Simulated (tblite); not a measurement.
C6H9FO (charge +1 and doublet state).
Z-matrix (Å and degrees, GFN2-xTB geometry), rows numbered from 1:
```
F 
C   1  1.3074
C   2  1.3622  1  121.24
C   3  1.4773  2  122.46  1     4.51
C   4  1.5758  3  108.13  2   123.60
O   5  1.3780  4  110.23  3    51.71
C   6  1.3786  5  115.96  4   -61.01
C   3  1.4758  2  121.30  1   178.94
H   2  1.0838  1  113.58  3  -176.56
H   4  1.0931  3  110.90  2  -121.12
H   4  1.0891  3  112.83  2     2.13
H   5  1.0994  4  106.93  3   -70.53
H   5  1.0916  4  109.84  3   169.99
H   7  1.0916  6  107.37  5  -178.86
H   7  1.0992  6  112.23  5   -57.68
H   8  1.0880  3  113.06  2    -1.76
H   8  1.0927  3  110.88  2   121.71
```

Computed geometry: GFN2-xTB, gas phase. This method treats the open shell by occupation alone, without spin polarisation.

Masses are those of the commonest isotopes; rigid-rotor values at the optimised geometry. The values belong to one conformer with, in the numbering `[F:1][CH+:2][C:3]1[CH2:4][CH2:5][O:6][CH2:7][CH2:8]1`, F1–C2–C3–C4 5°, C2–C3–C4–C5 124°, C3–C4–C5–O6 52°, C4–C5–O6–C7 -61°, C5–O6–C7–C8 62°.

**Question.** Give the principal moments of inertia and the rotational constants in MHz.

**Answer.** Ia = 124.65, Ib = 349.07, Ic = 430.85 u·Å²; 505379 MHz·u·Å²/I gives A = 4054, B = 1448, C = 1173 MHz.

**Question.** Classify the top.

**Answer.** An asymmetric top. Ray's parameter κ = (2B − A − C)/(A − C) = -0.809; −1 is the prolate and +1 the oblate limit.

**Question.** Is it planar, by Δ = Ic − Ia − Ib?

**Answer.** Not planar: Δ = Ic − Ia − Ib = -42.87 u·Å². For a rigid frame Δ = −2 Σ m c², so Σ m c² = 21.44 u·Å² lies off the ab plane: 9.14 from hydrogen and 12.29 from heavier atoms. The atom farthest from that plane is 1.64 Å away.

**Question.** Give the other two planar moments, Paa and Pbb, and the rms extents of the mass along the axes.

**Answer.** Paa = Σ m a² = (Ib + Ic − Ia)/2 = 327.63 and Pbb = Σ m b² = (Ia + Ic − Ib)/2 = 103.22 u·Å². With the mass M = 116.06 u, the rms extents √(P/M) along a, b and c are 1.68, 0.94, 0.43 Å.

**Question.** Estimate the classical rotational partition function at 200 K, 298.15 K and 500 K.

**Answer.** Point group C1, symmetry number σ = 1; q = (√π/σ)·√((kT/h)³/(ABC)), k/h = 20836.6 MHz/K: 182000 at 200 K, 331000 at 298.15 K, 718000 at 500 K.

For this open shell read J as N, the rotation without spin; fine and hyperfine splittings come on top. Its GFN2-xTB frequencies are all real (lowest 74 cm⁻¹). No vibrational averaging or centrifugal distortion is included, and the geometry carries the error of its method.
